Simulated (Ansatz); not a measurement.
This geometry of a periodic cell of 31 atoms, Al (host Al, host structure fcc, one Al atom removed) is a first-order saddle point.

The calculation used DFT PBE, scalar-relativistic, plane waves, PAW (Ansatz 0.2.0). Settings: PAW set soft_1, cutoff 420 eV, k mesh 3x3x3, gaussian smearing 0.05 eV, no spin polarisation.

```xyz
31
Lattice="8.1000 0.0000 0.0000 0.0000 8.1000 0.0000 0.0000 0.0000 8.1000" Properties=species:S:1:pos:R:3
Al 4.024 0.053 0.005
Al 6.026 2.056 0.005
Al 6.088 -0.008 2.040
Al 0.009 0.006 0.005
Al 3.042 3.038 0.004
Al 6.074 6.071 0.005
Al 2.019 0.031 1.995
Al 4.108 1.972 2.182
Al 6.049 4.060 1.995
Al 4.060 -0.071 4.055
Al 6.151 2.020 4.055
Al 6.088 -0.008 6.070
Al 0.056 4.021 0.005
Al 2.059 6.024 0.005
Al 0.033 2.016 1.995
Al 1.975 4.104 2.181
Al 4.064 6.046 1.995
Al 0.004 0.001 4.055
Al 2.010 2.008 4.055
Al 4.072 4.069 4.055
Al 6.079 6.076 4.055
Al 2.019 0.030 6.114
Al 4.108 1.972 5.928
Al 6.049 4.060 6.114
Al -0.005 6.085 2.040
Al -0.068 4.057 4.055
Al 2.023 6.147 4.055
Al 0.034 2.016 6.115
Al 1.975 4.105 5.928
Al 4.064 6.046 6.115
Al -0.005 6.085 6.069
```

Problem. Which two structures does it join? (They come from a converged band through this point; their orientation in space is the band's.)

Solution. The atom that moves furthest is Al5, by 2.81 Å; four of its nearest neighbours are Al16 2.84, Al29 2.84, Al8 2.84, Al23 2.84 Å at the first end and Al23 2.84, Al29 2.84, Al8 2.84, Al16 2.84 Å at the last.

First end point:

```xyz
31
Lattice="8.1000 0.0000 0.0000 0.0000 8.1000 0.0000 0.0000 0.0000 8.1000" Properties=species:S:1:pos:R:3
Al 4.057 0.002 0.009
Al 6.067 2.042 0.010
Al 6.090 0.001 2.042
Al 0.008 0.002 0.009
Al 2.048 2.042 0.009
Al 6.067 6.060 0.009
Al 2.026 0.002 2.042
Al 4.058 2.042 2.019
Al 6.067 4.051 2.020
Al 4.058 0.002 4.059
Al 6.089 2.019 4.060
Al 6.089 0.002 6.078
Al 0.008 4.051 0.010
Al 2.048 6.061 0.009
Al 0.008 2.020 2.042
Al 2.048 4.051 2.018
Al 4.057 6.061 2.018
Al 0.007 0.002 4.059
Al 2.026 2.020 4.059
Al 4.057 4.052 4.060
Al 6.090 6.084 4.060
Al 2.027 0.001 6.076
Al 4.058 2.043 6.100
Al 6.069 4.051 6.099
Al 0.008 6.083 2.042
Al 0.008 4.052 4.059
Al 2.025 6.084 4.059
Al 0.008 2.019 6.077
Al 2.048 4.052 6.100
Al 4.058 6.061 6.100
Al 0.008 6.084 6.077
```

Last end point:

Only the atoms that move by more than 0.05 Å are listed.
```
Al5 4.031 4.031 0.000
```

Problem. How far does it lie above each of them?

Solution. 0.68 eV above the first and 0.68 eV above the second. This is the barrier of this one path; another mechanism may lie lower. Limits of this set-up: coarse k mesh, a small cell, in which the defect meets its images, a typed lattice constant that wasn't relaxed here.

Time of the run: 13 min on 4 threads of Arm Neoverse V2, with other jobs on the host, peak memory 3.3 GiB.
